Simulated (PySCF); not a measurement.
# `C=C(C)CC(=C)C`, C₇H₁₂

Geometry:
```csv
atom,x (Å),y (Å),z (Å)
C1,-1.583,-0.458,1.623
C2,-1.173,0.026,0.462
C3,-1.794,-0.365,-0.843
C4,-0.032,1.006,0.356
C5,1.159,0.376,-0.321
C6,1.573,0.754,-1.519
C7,1.826,-0.714,0.458
H8,-1.130,-0.169,2.557
H9,-2.396,-1.162,1.690
H10,-2.249,0.504,-1.317
H11,-2.558,-1.126,-0.702
H12,-1.030,-0.748,-1.519
H13,-0.356,1.877,-0.217
H14,0.258,1.336,1.356
H15,1.087,1.541,-2.071
H16,2.422,0.296,-1.999
H17,2.240,-0.313,1.383
H18,2.629,-1.173,-0.113
H19,1.099,-1.479,0.728
```

Theory: GIAO PBE0/pcSseg-1 magnetisability, rotational g tensor and spin-rotation constants, non-relativistic, gas phase (PySCF). Geometry: GFN2-xTB.

Q: Give the nuclear spin-rotation constants along the inertial axes (H = +C I·J) beside the isotropic shieldings.

A: Rotational constants 3.9994, 1.8801, 1.5627 GHz. A star marks the isotopologue with that one atom substituted, in its own axes.
```tsv
atom	isotope	Caa (kHz)	Cbb (kHz)	Ccc (kHz)	mean (kHz)	σ (ppm)
H8	1H	-0.400	0.054	-0.089	-0.145	26.6
H9	1H	0.094	-0.195	-0.073	-0.058	26.6
H10	1H	-0.448	-0.037	-0.095	-0.193	30.1
H11	1H	-0.073	-0.207	-0.095	-0.125	30.0
H12	1H	-0.085	-0.184	-0.098	-0.122	29.6
H13	1H	-0.424	-0.020	-0.083	-0.175	28.9
H14	1H	-0.424	-0.019	-0.084	-0.175	28.9
H15	1H	-0.400	0.054	-0.089	-0.145	26.6
H16	1H	0.095	-0.195	-0.073	-0.058	26.6
H17	1H	-0.449	-0.037	-0.095	-0.193	30.2
H18	1H	-0.073	-0.207	-0.095	-0.125	30.1
H19	1H	-0.086	-0.184	-0.097	-0.122	29.6
C1	13C*	1.196	0.566	0.437	0.733	68.4
C2	13C*	1.457	0.710	0.474	0.880	33.4
C3	13C*	0.661	0.255	0.232	0.383	163.1
C4	13C*	0.749	0.393	0.293	0.478	134.3
```
For the geometry as given, no vibrational averaging.

Q: How do the rotational constants and the g tensor change when H8, H9, H10, H11, H12, H13, H14, H15, H16, H17, H18, H19 are replaced by deuterium?

A: Constants 3.0271, 1.5612, 1.2884 GHz; g -0.0164, -0.0087, -0.0030, against -0.0217, -0.0104, -0.0037 before.
